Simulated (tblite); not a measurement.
C₃H₁₂O₂Si₃.
Numbering: `[CH2:1]=[C:2]([CH3:3])[SiH:4]([O:5][SiH3:6])[O:7][SiH3:8]` (hydrogens: H9, H10 on C1; H11, H12, H13 on C3; H14 on Si4; H15, H16, H17 on Si6; H18, H19, H20 on Si8)

Geometry (GFN2-xTB, Å), atoms numbered from 1 in this order:
```xyz
20
C3H12O2Si3 angstrom
C     -1.5413   -1.9117    0.7036
C     -1.5490   -0.7418    0.0778
C     -2.7304    0.1779    0.1587
Si    -0.0962   -0.1551   -0.9680
O      1.2176   -1.0511   -0.6599
Si     2.6038   -1.2457    0.1531
O      0.1758    1.3983   -0.5904
Si     1.1696    2.5761   -0.0935
H     -0.6963   -2.5763    0.6422
H     -2.3742   -2.2520    1.3021
H     -3.1758    0.2965   -0.8284
H     -3.4862   -0.2030    0.8432
H     -2.4104    1.1639    0.4905
H     -0.2624   -0.2165   -2.4147
H      2.2997   -1.3810    1.5787
H      3.1457   -2.4755   -0.4193
H      3.4675   -0.0875   -0.0822
H      2.2626    2.7089   -1.0568
H      0.2962    3.7483   -0.0759
H      1.6788    2.2379    1.2361
```

Computed values, GFN2-xTB/tblite, gas phase, harmonic and unscaled. Against measured fundamentals such values can be off by several per cent, at times by over 20. Modes of hydrogen on silicon can be 10 to 20 % off. One conformer, not necessarily the lowest.

Harmonic wavenumbers (cm⁻¹): 26.2, 30.9, 39.2, 48.5, 70.8, 87.6, 106.5, 132.1, 141.0, 191.1, 257.3, 294.2, 365.3, 424.9, 538.9, 594.1, 598.3, 598.6, 622.9, 632.9, 643.1, 682.3, 718.1, 728.5, 759.5, 769.0, 779.6, 791.5, 810.9, 831.2, 912.5, 968.4, 1015.5, 1039.6, 1066.4, 1098.5, 1230.0, 1395.8, 1420.5, 1477.0, 1489.5, 1685.2, 2231.6, 2240.6, 2248.4, 2256.9, 2271.0, 2278.1, 2303.9, 3003.6, 3018.3, 3023.3, 3062.3, 3114.8.

A = 1191, B = 994.3, C = 608.7 MHz; mass 164.015 u (most abundant isotopes); point group C1, symmetry number 1.

What is the zero-point energy?

½Σν̃ = 29583 cm⁻¹ = 84.58 kcal/mol.

What is S at 200 K and 1 bar for an ideal gas of classical rigid rotors and harmonic oscillators?

Translation 39.24, rotation 29.29, vibration 37.82: S = 106.3 cal/(mol K).

And Cp and H(200 K) − H(0)?

Cp = 38.28 cal/(mol K), of which vibrations give 30.34 (their classical limit is 54 R = 107.3); H(200 K) − H(0) = 5.14 kcal/mol without the zero-point energy, 3.55 from vibrations.

Which modes carry the vibrational entropy at 200 K?

26.2 cm⁻¹: 5.31; 30.9 cm⁻¹: 4.98; 39.2 cm⁻¹: 4.51; 48.5 cm⁻¹: 4.09; 70.8 cm⁻¹: 3.35; 87.6 cm⁻¹: 2.94 cal/(mol K); the other 48 give 12.65 together.

Blend soft modes into free rotors: weight 1/[1 + (100 cm⁻¹/ν̃)⁴] for the oscillator and the rest for a rotor with moment μB/(μ + B), μ = h/(8π²ν), B = 10⁻⁴⁴ kg m². What vibrational entropy results?

32.34 cal/(mol K) in place of 37.82, which changes −T·S at 200 K by +1.10 kcal/mol.

Hindered rotation and anharmonicity are outside this model. Other conformers, if any are populated, would add a mixing term that is left out. The structure is chiral; the term R ln 2 for an equal mix with its mirror image is left out.
